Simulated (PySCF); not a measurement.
C2HF3Si, SMILES C(#C)[Si](F)(F)F.

The structure is a stationary point at B3LYP-D3(BJ)/def2-SVP.

The numbers are results of M06-2X/def2-TZVP (PySCF), not measurements.

Gas-phase values at a fixed geometry.

```json
{
 "total_energy": "-666.02244 hartree",
 "point_group": "C3v",
 "highest_occupied_level": "-10.64 eV",
 "lowest_empty_level": "-0.09 eV",
 "orbital_gap": "10.56 eV",
 "dipole_moment": "2.82 D",
 "quadrupole, principal values (traceless, Buckingham form, about the centre of nuclear charge)": "-6.05, -6.05, 12.10 D·Å",
 "mean_static_polarisability": "39.1 bohr³ (5.79 Å³)",
 "polarisability_principal_values": "30.8, 30.8, 55.7 bohr³"
}
```
